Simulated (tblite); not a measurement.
Species: C₇H₅FO (charge +1 and doublet state).
Cartesian coordinates in Å at the GFN2-xTB level; atoms count from 1:
```xyz
14
C7H5FO angstrom
O      3.1255   -0.5505   -0.5371
C      2.3077    0.2707   -0.3122
C      0.8501    0.0760   -0.1378
C      0.2692   -1.1610   -0.4042
C     -1.0933   -1.3247   -0.1688
C     -1.8728   -0.2588    0.2639
C     -1.3142    0.9779    0.5216
C      0.0499    1.1474    0.2963
F      0.6001    2.3344    0.4682
H      2.5637    1.3566   -0.2240
H      0.8762   -1.9933   -0.7286
H     -1.5215   -2.3119   -0.2836
H     -2.9405   -0.3925    0.3881
H     -1.9009    1.8291    0.8360
```

The geometry is computed with GFN2-xTB (gas phase). This method treats the open shell by occupation alone, without spin polarisation.

Take the most abundant isotopes and a rigid rotor. The values belong to one conformer with, in the numbering `[O:1]=[CH:2][C+:3]1[CH:4][CH:5]=[CH:6][CH:7]=[C:8]1[F:9]`, O1–C2–C3–C4 -8°.

Task: Give the principal moments of inertia and the rotational constants in GHz.

Result: Ia = 193.07, Ib = 324.76, Ic = 517.23 u·Å²; 505379 MHz·u·Å²/I gives 2618, 1556 and 977.1 MHz, that is A = 2.6175, B = 1.5561, C = 0.9771 GHz.

Task: Classify the top.

Result: An asymmetric top. Ray's parameter κ = (2B − A − C)/(A − C) = -0.294; −1 is the prolate and +1 the oblate limit.

Task: What does the inertial defect say?

Result: Not planar: Δ = Ic − Ia − Ib = -0.61 u·Å². For a rigid frame Δ = −2 Σ m c², so Σ m c² = 0.30 u·Å² lies off the ab plane: 0.04 from hydrogen and 0.26 from heavier atoms. The atom farthest from that plane is 0.16 Å away.

Task: List the rotational levels J(Ka,Kc) to J = 2 (K).

Result: Above 0(0,0), as E/k:
J = 1: 1(0,1) 0.122, 1(1,1) 0.173, 1(1,0) 0.200
J = 2: 2(0,2) 0.356, 2(1,2) 0.388, 2(1,1) 0.471, 2(2,1) 0.624, 2(2,0) 0.633
The levels of one J sum to (2J + 1)J(J + 1)(A + B + C)/3.

For this open shell read J as N, the rotation without spin; fine and hyperfine splittings come on top. Its GFN2-xTB frequencies are all real (lowest 84 cm⁻¹). No vibrational averaging or centrifugal distortion is included, and the geometry carries the error of its method.

The run took 0.23 s wall on an Arm Neoverse V2 with one thread, on a shared host. These figures are those of the optimisation.
